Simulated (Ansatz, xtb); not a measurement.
# Relative energy of two structures of CH5AgFNSi

Structure a is a singlet given by its coordinates and structure b is `C[Si@](N)(F)[Ag]`, a singlet. Both are isolated molecules in the gas phase, relaxed with B3LYP-D3(BJ)/def2-SVP; the shapes shown needn't be the lowest conformers.

a (Å):

```xyz
10

C    -1.2018   -0.8054   -1.4100
Ag   -2.5215    0.0803   -2.8193
F     0.3274    1.5465   -1.5131
N    -1.5950    1.3624    0.5226
Si   -0.4199    0.5513   -0.4340
H    -2.4885    1.6361    0.1260
H    -1.3172    1.9828    1.2763
H     0.6699    0.1369    0.4934
H    -0.4899   -1.3684   -2.0328
H    -1.8026   -1.5004   -0.8055
```

Close contacts (Å): C1–Ag2 2.12, C1–Si5 1.85, Ag2–Si5 3.21, F3–Si5 1.65, N4–Si5 1.72, C1–H9 1.10, C1–H10 1.10, N4–H6 1.02, N4–H7 1.01, Si5–H8 1.49.

b (Å):

```yaml
atoms:
  - { symbol: C, position_ang: [0.0536, 0.6100, 1.1181] }
  - { symbol: Ag, position_ang: [-3.1134, -1.0350, 0.4704] }
  - { symbol: F, position_ang: [-0.7931, 0.2038, -1.5251] }
  - { symbol: N, position_ang: [0.0880, -2.0320, -0.1030] }
  - { symbol: Si, position_ang: [-0.8153, -0.5612, -0.0616] }
  - { symbol: H, position_ang: [0.0305, 0.2168, 2.1460] }
  - { symbol: H, position_ang: [-0.4258, 1.6006, 1.1110] }
  - { symbol: H, position_ang: [1.1077, 0.7417, 0.8162] }
  - { symbol: H, position_ang: [-0.2738, -2.8428, -0.5947] }
  - { symbol: H, position_ang: [1.1044, -2.0018, -0.1493] }
```

Estimate E(b) − E(a) at the level CCSD(T)/def2-SVP + ΔMP2/def2-TZVPP.

Calculated at CCSD(T)/def2-SVP + ΔMP2/def2-TZVPP: E(b) − E(a) = −0.664 eV, so structure b lies lower.

The same difference at several levels:

```csv
level,geometry,E(b) − E(a) (eV),departure from the last row (eV),"job, with rough time for the two"
GFN2-xTB,GFN2-xTB,−0.809,−0.144,"optimisation, 0.17 s"
HF/STO-3G,GFN2-xTB,−0.227,+0.437,"single point, 2 s"
r2SCAN-D4/def2-SVP,GFN2-xTB,−0.769,−0.105,"single point, 5.3 s"
B3LYP-D3(BJ)/def2-SVP,B3LYP-D3(BJ)/def2-SVP,−0.739,−0.075,"optimisation, 1.9 min"
HF/def2-SVP,B3LYP-D3(BJ)/def2-SVP,−0.529,+0.135,part of the CCSD(T) run
MP2/def2-SVP,B3LYP-D3(BJ)/def2-SVP,−0.607,+0.057,part of the CCSD(T) run
CCSD(T)/def2-SVP,B3LYP-D3(BJ)/def2-SVP,−0.634,+0.030,single point
CCSD(T)/def2-SVP + ΔMP2/def2-TZVPP,B3LYP-D3(BJ)/def2-SVP,−0.664,,"single point, 75 s"
```

None of the levels shown reverses the order. The largest departure from CCSD(T)/def2-SVP + ΔMP2/def2-TZVPP is that of HF/STO-3G, 0.437 eV. The last row adds to CCSD(T) the change of the MP2 difference between the two basis sets, here −0.030 eV.

With harmonic frequencies from B3LYP-D3(BJ)/def2-SVP (ideal gas, rigid rotor, one conformer each, 200 K, 1 atm): on the last row, ΔE + ΔZPE = −0.601 eV. A mode under 50 cm⁻¹ makes harmonic enthalpies and free energies unreliable, so none is given.

The correlated steps freeze 8 core orbitals; the last core shell of Ag is correlated, in a basis made for valence electrons. Atoms past krypton carry core potentials in the def2 sets, other sets are all-electron and non-relativistic, and no spin–orbit term is included. Codes used: Ansatz 0.2.0, xtb 6.7.1; the last row on 2 threads of Arm Neoverse V2 on a shared host.
